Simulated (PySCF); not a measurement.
# Correlation energy of Al⁺ (aluminium, charge +1)

[Ne] 3s2, closed-shell 1S. All numbers are calculated (PySCF 2.14, the spin-free X2C one-electron Hamiltonian (Gaussian nucleus), in aug-cc-pCVTZ-DK with one added diffuse shell each of s, p, d, f type (9s8p6d4f, 91 functions)). Frozen: [Ne]; 2 electrons correlated.

With two correlated electrons CCSD is exact within the correlated space (frozen core and kept virtual orbitals).

```json
{"level": "CCSD", "correlation energy (mhartree)": "-39.65"}
```

Diagnostics: T1 = 0.0089, D1 = 0.0126, largest double amplitude 0.109.

Cost of the coupled-cluster step: of the order of 3 core-seconds, for 2 correlated electrons.
